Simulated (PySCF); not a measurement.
Trend along group 14: MP cations

PBE with double-zeta basis sets in PySCF, for the lowest determinant that a PBE0 search found; no spin–orbit coupling. De refers to high-spin ground-configuration atoms (the charge goes to the atom of lower measured ionisation energy or higher electron affinity, which is not always the lowest computed limit). A positive dipole points towards P; it is taken about the centre of mass and depends on that origin.

| M | basis | charged atom | state (unpaired electrons) | Re (Å) | ωe (cm⁻¹) | De (eV) | μ (D) |
| --- | --- | --- | --- | --- | --- | --- | --- |
| Si | x2c-SVPall | Si+ | triplet (π ↑↑) | 2.265 | 474 | 3.22 | -1.69 |
| Ge | def2-SVP | Ge+ | triplet (π ↑↑) | 2.346 | 370 | 3.00 | 0.30 |
| Sn | def2-SVPD | Sn+ | triplet (π ↑↑) | 2.564 | 316 | 2.54 | 0.23 |
| Pb | def2-SVP | Pb+ | triplet (π ↑↑) | 2.650 | 287 | n/a | 0.29 |

The shortest bond is that of SiP⁺ (2.265 Å), the longest that of PPb⁺ (2.650 Å).

The rows differ in basis set, which adds steps of its own.

Down a group the atoms grow and get heavier, so bonds lengthen and wavenumbers fall; this series shows no clear exception.

These are scalar-relativistic numbers at best; spin–orbit coupling would shift them, the dissociation energy most. For an ion De counts to the pair picked by the measured ionisation energies or electron affinities, which need not be the lowest pair at this level. States were picked by a PBE0 search and need not be the measured ground states.
